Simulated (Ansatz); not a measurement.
Cost and result for the atomization energy of `C[SiH2]C(C)O` (15 atoms, 14 bonds).

| atom | x (Å) | y (Å) | z (Å) |
| --- | --- | --- | --- |
| C1 | 0.035 | 0.275 | -2.131 |
| Si2 | -0.695 | -0.587 | -0.639 |
| C3 | -0.233 | 0.269 | 0.992 |
| C4 | 1.241 | 0.156 | 1.318 |
| O5 | -0.948 | -0.315 | 2.083 |
| H6 | -0.282 | 1.320 | -2.175 |
| H7 | 1.127 | 0.251 | -2.099 |
| H8 | -0.283 | -0.212 | -3.055 |
| H9 | -2.188 | -0.583 | -0.723 |
| H10 | -0.245 | -2.006 | -0.580 |
| H11 | -0.487 | 1.339 | 0.912 |
| H12 | 1.455 | 0.634 | 2.277 |
| H13 | 1.848 | 0.642 | 0.550 |
| H14 | 1.544 | -0.892 | 1.387 |
| H15 | -1.888 | -0.290 | 1.884 |

The species carries charge 0 and has multiplicity 1. All single points use the PBE0-D4/def2-TZVP geometry. It is one conformer, not always the lowest. Program: Ansatz. All runs use 4 threads of an Arm Neoverse V1 on a shared host. Times are those of one run each, without the atoms' runs, and a repeat can differ threefold. Electronic energies, without spin–orbit coupling; frozen cores. CCSD(T)/CBS adds CCSD(T) − MP2 in def2-TZVPP to the MP2 limit, and its time is that of the two runs behind it. T1 = 0.010. HSE06 is the plane-wave form, built on full-range PBE exchange.

CCSD(T)/CBS is a level of theory with its own doubt, some kJ/mol a heavy atom from the limit and from the frozen cores, so smaller differences don't rank the functionals.

```tsv
level	functions	wall time
revPBE-D4/def2-TZVPP	306	2.9 s
PBE-D4/def2-TZVPP (with forces)	306	3.6 s
PBE0-D4/def2-TZVPP	306	4.3 s
HSE06-D4/def2-TZVPP	306	4.8 s
CAM-B3LYP-D4/def2-TZVPP	306	5.5 s
r2SCANh-D4/def2-TZVPP	306	7.5 s
PBE-QIDH/def2-TZVPP	306	9 s
ωB97X-V/def2-TZVPP	306	11 s
CCSD(T)/def2-SVP	124	11 s
B97M-V/def2-TZVPP	306	14 s
MP2/def2-QZVPP	598	44 s
CCSD(T)/def2-TZVPP	306	18 min
CCSD(T)/CBS(def2)	–	19 min
```

(1) What atomization energy does each give, and how far from CCSD(T)/CBS? (Best estimate.)

## Answers

(1) The calculation gave: 
```tsv
level	atomization (kcal/mol)	difference from CCSD(T)/CBS	per bond
revPBE-D4/def2-TZVPP	1308.4	-12.6	-0.9
PBE-D4/def2-TZVPP (with forces)	1335.4	14.4	1.0
PBE0-D4/def2-TZVPP	1319.6	-1.4	-0.1
HSE06-D4/def2-TZVPP	1320.4	-0.6	0.0
CAM-B3LYP-D4/def2-TZVPP	1325.5	4.5	0.3
r2SCANh-D4/def2-TZVPP	1315.4	-5.6	-0.4
PBE-QIDH/def2-TZVPP	1311.3	-9.7	-0.7
ωB97X-V/def2-TZVPP	1323.0	2.0	0.1
CCSD(T)/def2-SVP	1254.7	-66.3	-4.7
B97M-V/def2-TZVPP	1320.7	-0.3	0.0
MP2/def2-QZVPP	1318.1	-2.9	-0.2
CCSD(T)/def2-TZVPP	1290.2	-30.8	-2.2
CCSD(T)/CBS(def2)	1321.0	0.0	0.0
```

The D4 term adds +10.9 kcal/mol with B3LYP and +5.8 kcal/mol with PBE0; it sums over pairs of atoms, weighted by their polarisabilities, and B3LYP, whose exchange is more repulsive, gets the larger term. At CCSD(T), def2-SVP lies −66.3 kcal/mol from the extrapolated value and def2-TZVPP −30.8 kcal/mol: correlation converges slowly with the basis, and small sets miss more of it in the bonded molecule than in its fragments. From r2SCAN to r2SCAN0 (25 % exact exchange), in def2-TZVPP and without D4, the atomization energy moves by −14.1 kcal/mol: exact exchange takes away binding that semilocal exchange gives to molecules.

B3LYP here is the variant with VWN-RPA as its local correlation; programs differ in this.
